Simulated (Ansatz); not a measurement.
Cartesian coordinates (Å):
```xyz
12

Si     1.9646     0.0916    -0.1229
C      0.1253    -0.0553     0.0067
C     -0.8912     0.9453    -0.1802
C     -2.0787     0.3357     0.0267
O     -1.8930    -0.9706     0.3294
C     -0.5623    -1.1878     0.3127
H      2.4907     1.0839     0.8517
H      2.5680    -1.2366     0.1605
H      2.3700     0.5311    -1.4843
H     -0.7448     1.9831    -0.4358
H     -3.1012     0.6739    -0.0014
H     -0.2474    -2.1943     0.5369
```
Charge 0, multiplicity 1.

These are frozen-core CCSD(T)/cc-pVTZ // PBE0-D3(BJ)/def2-TZVP (Ansatz, a program for electronic structure) values and carry that method's errors.

```yaml
HF energy: -518.82157 Ha
MP2 correlation energy: -0.99126 Ha
```

Question: Estimate the CCSD correlation energy, the (T) correction, the total energy and the T1 diagnostic.

Answer: 
```yaml
CCSD correlation energy: -1.02283 Ha
"(T) correction": -0.04982 Ha
CCSD(T) total energy: -519.89422 Ha
T1 diagnostic: 0.013
```
